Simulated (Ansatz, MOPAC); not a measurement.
Species: SiBrCl, charge 0, multiplicity 1. SMILES: Cl[Si]Br
Geometry: optimised at B3LYP-D3(BJ)/def2-TZVP (Ansatz, a quantum-chemistry and plane-wave program).

Wanted: vertical electron affinity to the doublet, in eV. Conventions: dispersion terms only where a functional's name holds one; spin-orbit terms left out; each state is the SCF solution reached for its charge and spin; non-relativistic; open shells spin-unrestricted. First-principles rows: single points at B3LYP-D3(BJ) geometries (Ansatz). Semi-empirical rows: differences of heats of formation at the shared geometry for vertical values. Anions need diffuse functions, which STO-3G, LANL2DZ, def2-SVP, cc-pVDZ and Pople sets without + lack.

```
species             coefficient  E at B3LYP/STO-3G (Ansatz), Eh  E at wB97M-V/def2-TZVPD (Ansatz), Eh  heat of formation at MNDO (MOPAC), kcal/mol
------------------  -----------  ------------------------------  ------------------------------------  -------------------------------------------
charge -1, doublet           -1                     -3287.25883                           -3323.79732                                       -48.00
charge 0, singlet            +1                     -3287.36938                           -3323.75971                                       -16.96
```

 1 Eh = 27.2114 eV and 1 eV = 23.0605 kcal/mol.

Problem. Work the quantity out at each level.

Solution. 
- B3LYP/STO-3G: the sum of coefficient times E is -0.11055 Eh, or -3.008 eV. Result: -3.01 eV.
- wB97M-V/def2-TZVPD: the sum of coefficient times E is 0.03761 Eh, or 1.023 eV. Result: 1.02 eV.
- MNDO: the sum of coefficient times heat of formation is 31.04 kcal/mol, or 1.35 eV.
